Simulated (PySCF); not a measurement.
## Dipole moment and polarisability of 2-(methylthio)pyridine

Compound: 2-(methylthio)pyridine, C6H7NS.
Geometry (GFN2-xTB, Å), atoms numbered from 1 in this order:
```
atom  x, y, z in Å
C1     2.852   -0.314    0.025
S2     1.873    1.189    0.282
C3     0.252    0.539    0.108
C4    -0.843    1.395    0.241
C5    -2.104    0.854    0.100
C6    -2.232   -0.506   -0.165
C7    -1.078   -1.259   -0.277
N8     0.138   -0.754   -0.145
H9     3.894   -0.026    0.112
H10    2.638   -0.708   -0.963
H11    2.584   -1.042    0.784
H12   -0.686    2.441    0.446
H13   -2.980    1.480    0.194
H14   -3.202   -0.963   -0.281
H15   -1.110   -2.321   -0.482
```

Level: PBE0/def2-SVPD (PySCF), static field, nuclei fixed, core orbitals frozen in the response. The polarisability tensor in these axes (au):

```
x   134.75   5.98   3.37
y     5.98  98.16   7.43
z     3.37   7.43  61.96
```

Give the principal values, the mean and the anisotropy Δα = √{½[(α1 − α2)² + (α2 − α3)² + (α1 − α3)²]}.

Principal values 60.44, 98.46 and 135.98 au; mean 98.29 au = 14.57 Å³ = 16.21 × 10⁻⁴⁰ C²·m²/J; Δα = 65.42 au (67 % of the mean).

What is the dipole moment, and where does it point?

(-1.25, -0.34, -0.10) D, 1.29 D in size, pointing from the negative to the positive side. Measured along this direction, the outermost atoms are H9 at the negative end and H14 at the positive end.

Molar refractivity from α?

Lorentz–Lorenz: R = (4π/3)N_A α = 2.5225 cm³/(mol·Å³) × 14.57 Å³ = 36.7 cm³/mol, in the limit of long wavelengths.

What are the principal values of the traceless quadrupole moment, Θ = ½Σq(3rr − r²1), about the centre of nuclear charge?

-8.51, -1.77, 10.29 D·Å. The values depend on the origin, since the dipole doesn't vanish. The electronic extent ⟨r²⟩ about the same centre is 1160 bohr², a root-mean-square distance of 2.22 Å for the 66 electrons.

Find the Langevin capture rate constant for H3O+ (19.018 u) meeting this molecule (125.030 u), k = 2.342 × 10⁻⁹ cm³/s × √(α in Å³ / reduced mass in u).

The reduced mass is 16.51 u, so k = 2.20 × 10⁻⁹ cm³/s. The formula leaves out the permanent dipole, which adds to the capture rate.

Orientational against electronic polarisability at 273 K (dilute gas, rigid molecules)?

In Gaussian units μ²/3kT = 14.81 Å³ against 14.57 Å³, a ratio of 1.02; the Debye molar polarisation (4π/3)N_A(α + μ²/3kT) is 74.1 cm³/mol, leaving out the vibrational part.

Sum over states: ᾱ = Σ f/ω², ω in Eh. What share falls to these 8 lowest TDDFT singlets (eV, f)? 4.49, 0.0355; 5.06, 0.2771; 5.10, 0.0025; 5.40, 0.0003; 5.47, 0.0001; 5.99, 0.0163; 6.35, 0.0001; 6.45, 0.0063.

They add up to 9.84 au, 10.0 % of the 98.29 au; the largest single term is 8.00 au, from the state at 5.06 eV. Terms in order: 1.30, 8.00, 0.07, 0.01, 0.00, 0.34, 0.00, 0.11 au. Higher excitations give the rest. The strengths listed sum to 0.338.

Isolated species at its GFN2-xTB geometry (one conformer only).
